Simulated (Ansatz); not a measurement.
`FCSC[SiH3]` + `CBN` → `CBNC[SiH3]` + `FCS`  (substitution at a C–S bond)

Program: Ansatz. Geometries: PBE0-D4/def2-TZVP. ΔE: electronic, gas phase. CCSD(T)/CBS is the MP2 limit (def2-TZVPP, def2-QZVPP) plus CCSD(T) − MP2 in def2-TZVPP, frozen cores. DFT in def2-TZVPP. B3LYP here is the variant with VWN-RPA as its local correlation; programs differ in this. One conformer a species, not always the lowest.

| level | ΔE (eV) |
| --- | --- |
| B3LYP-D4 | 0.38 |
| HF/def2-QZVPP | 0.33 |

(1) What does CCSD(T)/CBS give? (An estimate is asked.)

Largest T1 diagnostic among the species: 0.012.

Results:

(1) The calculation gave: +0.42 eV. The listed levels differ from it by -0.04, -0.09 eV.

In def2-TZVPP, CCSD(T) changes the Hartree–Fock value by +0.05 eV (the triples alone add +0.02 eV) and MP2 by +0.11 eV. The D4 term adds +0.04 eV with B3LYP and +0.02 eV with PBE0; it sums over pairs of atoms, weighted by their polarisabilities, and B3LYP, whose exchange is more repulsive, gets the larger term.
